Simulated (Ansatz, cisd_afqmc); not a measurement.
System: BaF₂, charge 0, singlet. BaF2 (SMILES [F][Ba][F]).
B3LYP-D3(BJ)/def2-TZVP minimum from Ansatz (a first-principles code):
```
Ba
F 1 2.2273
F 1 2.2273 2 120.58
```
Charge 0, spin multiplicity 1.

Total energies in def2-SVP, 16 correlated electrons, 6 frozen orbitals. Open shells are spin-unrestricted; no spin-orbit coupling. Correlated methods leave the cores frozen (noble-gas shells, and filled d and f shells in the p block). Past Kr the def2 sets carry scalar-relativistic core potentials. AFQMC is phaseless with a CISD trial state; ± is one standard error, without the phaseless bias. Outlying blocks are dropped, and bars are widened where a walk drifts. Over all cases where full CI ran beside it in this data, AFQMC minus full CI had a median of +0.1 mEh and passed +0.4 mEh in a tenth of the cases.

```json
[
 {"method": "HF", "program": "Ansatz", "energy (Eh)": "-223.94400", "minus CCSDT(Q) (mEh)": "417.71"},
 {"method": "MP2", "program": "Ansatz", "energy (Eh)": "-224.35676", "minus CCSDT(Q) (mEh)": "4.94"},
 {"method": "CCSD", "program": "Ansatz", "energy (Eh)": "-224.35510", "minus CCSDT(Q) (mEh)": "6.61"},
 {"method": "CCSD(T)", "program": "Ansatz", "energy (Eh)": "-224.36041", "minus CCSDT(Q) (mEh)": "1.30"},
 {"method": "CCSDT(Q)", "program": "Ansatz", "energy (Eh)": "-224.36171", "minus CCSDT(Q) (mEh)": "0.00"},
 {"method": "AFQMC/CISD", "program": "cisd_afqmc", "energy (Eh)": "-224.3616 ± 0.0004", "minus CCSDT(Q) (mEh)": "0.1 ± 0.4"}
]
```

Rough core times of Ansatz's runs on a shared machine: CCSD(T) under 20 s, CCSDT(Q) 80 s.
